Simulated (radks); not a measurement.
All-electron atom: Sr25+ in [Ne] 3s2 3p1 (the NIST ground configuration).

Calculated with a radial shooting solver on a logarithmic mesh with Libxc functionals: scalar-relativistic Kohn-Sham, PBE, spin-polarised, spherical densities, finite nucleus; open shells are filled with parallel spins first (spin-orbit coupling, left out, can overturn this in heavy ions); Fermi nuclear charge, rms radius 4.224 fm.

Energy parts (eV):
total: -75055.156
kinetic: 77250.011
electron-nucleus: -163098.543
Hartree: 12649.972
exchange-correlation: -1856.595

Orbitals (lengths in bohr, moments of r in powers of bohr; <r^-3> diverges for s and p1/2; r(max) is where P^2 peaks):
orbital	occ.	eigenvalue (eV)	<r^-3>	r(max)
1s up	1	-17129.84	-	0.02553
1s down	1	-17128.33	-	0.02553
2s up	1	-3297.038	-	0.1442
2s down	1	-3295.721	-	0.1442
2p up	3	-3068.170	1855	0.1151
2p down	3	-3066.391	1855	0.1151
3s up	1	-1258.434	-	0.3963
3s down	1	-1251.548	-	0.3963
3p up	1	-1185.512	437.5	0.3823
3p down	0	-1178.718	437.5	0.3821
3d up	0	-1088.074	64.68	0.3091
3d down	0	-1082.443	65.07	0.3077
4s up	0	-654.4690	-	0.7962
4s down	0	-651.9326	-	0.7974

The highest occupied level is 3p up at -1185.5 eV. Spin moment in Bohr magnetons: 1. The density falls to 0.001 e/bohr^3 at r = 1.07 bohr.
